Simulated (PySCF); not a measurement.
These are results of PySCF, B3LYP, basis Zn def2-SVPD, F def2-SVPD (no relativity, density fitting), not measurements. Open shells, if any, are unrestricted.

**Question.** What shape and geometry does isolated singlet [ZnF3]- take (every ligand bound to Zn)?

**Answer.** Counting electrons, zinc keeps none of its valence electrons outside its bonds, so the VSEPR class is AX3 and the expected shape is trigonal planar (D3h), as computed. The lowest minimum found is a singlet of D3h symmetry with Zn–F 1.859 Å (×3); F–Zn–F 120.0° (×3). Its harmonic wavenumbers are 147 (e'), 163 (a2''), 501 (a1'), 534 (e') cm⁻¹ and its dipole moment is 0.00 D about the centre of mass.

Stability towards spin polarisation was not tested. This need not be the most stable arrangement of these atoms. The lowest empty level of this anion is unbound, so it and the gap depend on the basis.
